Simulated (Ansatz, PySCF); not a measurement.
Dimer: CH2O (SMILES C=O) (first 4 atoms) with H2 (SMILES [H][H]); geometry from B3LYP-D3(BJ)/def2-TZVP, rigid monomers moved along the line of their centres of mass till C1···H5 is 2.79 Å.
(charge 0, multiplicity 1):
```xyz
6

C     -0.35074    -0.50689     0.04175
O      0.32919     0.24202    -0.60193
H     -1.40292    -0.27409     0.29597
H      0.03506    -1.47354     0.41948
H      0.14190     0.35308     2.65015
H     -0.29910    -0.14290     2.98729
```

Counterpoise-corrected where a basis set is named; no monomer relaxation. Rows marked so take none.

Frozen-core correlation. Rows in 6-31G* carry no dispersion term and start afresh at each structure (6-31G* with six Cartesian d functions). MP2/6-31G* freezes PySCF's default core.

Run with Ansatz (a quantum-chemistry and plane-wave program) with Gaussian orbitals; PySCF for 6-31G* rows. 

```csv
level,interaction energy (kcal/mol)
HF/6-31G*,0.74
HF/aug-cc-pVDZ,0.56
PBE/def2-TZVPPD,-0.10
BP86/6-31G* (no counterpoise),0.71
PBE0/def2-TZVPPD,-0.05
M06-2X/6-31G* (no counterpoise),-0.23
MP2/6-31G*,?
MP2/6-31G* (no counterpoise),?
MP2/aug-cc-pVDZ,-0.01
```

**Question.** Some entries are withheld; supply them.

**Answer.** 
- MP2/6-31G*, interaction energy (kcal/mol): 0.63
- MP2/6-31G* (no counterpoise), interaction energy (kcal/mol): 0.44
